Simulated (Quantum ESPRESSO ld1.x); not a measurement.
Results of a calculation; reference values are marked as such.
Fractional charge and spin in the 3d shell of gallium: the spin-up occupation runs from 4 to 5 and the spin-down occupation from 4 to 5; the fullest corner is Ga2+, [Ar] 4s(up 0.5, down 0.5) 3d(up 5, down 5). Level of theory: scalar-relativistic Kohn-Sham, LDA (Slater exchange, Perdew-Zunger correlation), spin-polarised, spherical densities, point nucleus (ld1.x of Quantum ESPRESSO 7.5). Energy (eV) minus the two flat planes that join the four corners (they meet along the diagonal where the two added fractions sum to one electron); zero is where a piecewise linear energy would lie.

| down \ up | 4 | 4.25 | 4.5 | 4.75 | 5 |
|---|---|---|---|---|---|
| 4 | 0.000 | -2.250 | -2.976 | -2.214 | 0.000 |
| 4.25 | -2.250 | -2.899 | -2.063 | 0.222 | -2.004 |
| 4.5 | -2.976 | -2.063 | 0.295 | -1.859 | -2.645 |
| 4.75 | -2.214 | 0.222 | -1.859 | -2.574 | -1.963 |
| 5 | 0.000 | -2.004 | -2.645 | -1.963 | 0.000 |

Corners above the fullest one (they belong to Ga3+ and the next ion): (up 5, down 4) 50.086 eV, (up 4, down 5) 50.086 eV, (up 4, down 4) 123.86 eV. With half an added electron in each spin the energy lies 0.295 eV from the planes, and with half an added electron in spin up alone -2.976 eV. The planes are only a guide here: the flat-plane condition holds for ground states with one frontier orbital, while this shell lies below other occupied shells, so the corners above the fullest one are inner-hole states and not the ground states of those ions.
